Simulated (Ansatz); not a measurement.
One geometry of Sn₂Ge₂⁺, several levels of theory.

```yaml
crystal:
  periodic: [false, false, false]
  atoms:
    - {symbol: Ge, position_ang: [-1.096676, -0.529673, 0.273373]}
    - {symbol: Ge, position_ang: [-0.211609, -1.098628, -1.871981]}
    - {symbol: Sn, position_ang: [1.348590, 0.589702, -0.453859]}
    - {symbol: Sn, position_ang: [-0.040305, 1.038599, 2.052467]}
basis:
  gaussian: {orbitals: def2-TZVP, initial_orbitals: start.molden}
total_charge: 1
magnetization: {spin_polarized: true, initial_magnetization: 1}
hamiltonian: {xc: pbe, dispersion: d4}
scf: {omitted_lower_state_checks: [starts]}
output: {orbitals: {seedname: orbitals}}
```

The file start.molden holds the orbitals of an earlier run on this structure, at another level or in another basis.

```sh
$ ansatz run in.yaml --threads 2 --pin off --events-out ev --progress --plain --max-ram 32768MiB --backend cpu
```

Shortened log:

```
Functional definition: PBE
  name "PBE"
  cite "Perdew, Burke & Ernzerhof, Phys. Rev. Lett. 77, 3865 (1996) doi:10.1103/PhysRevLett.77.3865"
  parent pbe
  parameter kappa = 0.804
  parameter beta = 0.06672455060314922
  exchange = pbe_x(kappa = kappa, mu = beta*pi^2/3)
  correlation = pbe_c(beta = beta)
these checks for a lower state are left out or cut short: starts
1492 factors; their error is unknown
mean field evaluation 1: about -124677.2711 eV, gradient 8.6e0 eV
mean field evaluation 2: about -124677.4190 eV, gradient 2.2e-1 eV
mean field evaluation 4: about -124677.3914 eV, gradient 6.1e-2 eV
mean field evaluation 8: about -124677.3915 eV, gradient 2.1e-5 eV
mean field -124677.39146722 eV, -4581.8096270493 hartree, gradient 4.7e-6 eV, S^2 0.755622; 0 other end points of the search recorded, 0 dependent functions left out
reference -124677.39150667 eV, -4581.8096284988 hartree; 54, 53 occupied and 142, 143 virtual orbitals, 1492 factors
Total energy: -124677.63577363 eV, -4581.8186051441 hartree
Checks for a lower state left out: starts
```

It took 7.5 s on 2 threads of AMD EPYC 7R13 on a shared host.

As the first input, with `hamiltonian: {xc: r2scan, dispersion: d4}` (abridged; 18 s):

```
Functional definition: r2SCAN
mean field -124697.87908970 eV, -4582.5625332883 hartree, gradient 1.4e-5 eV, S^2 0.770695
Total energy: -124697.92133411 eV, -4582.5640857418 hartree
Checks for a lower state left out: starts
```

As the first input, with `gaussian: {orbitals: def2-TZVP}`, `hamiltonian: {xc: pbe0, dispersion: d4}` (abridged; 26 s):

```
Functional definition: PBE0
mean field evaluation 16: about -124680.1184 eV, gradient 4.7e-2 eV
mean field evaluation 32: about -124680.1192 eV, gradient 5.2e-4 eV
mean field -124680.11920140 eV, -4581.9098694313 hartree, gradient 1.0e-5 eV, S^2 0.766300
Total energy: -124680.32935400 eV, -4581.9175923968 hartree
Checks for a lower state left out: starts
```

Geometry: PBE0-D4/def2-SVP, that of the neutral singlet.

In the def2 sets Sn takes a core potential; there is no spin–orbit coupling. The structure comes from a short search, and lower isomers may exist.
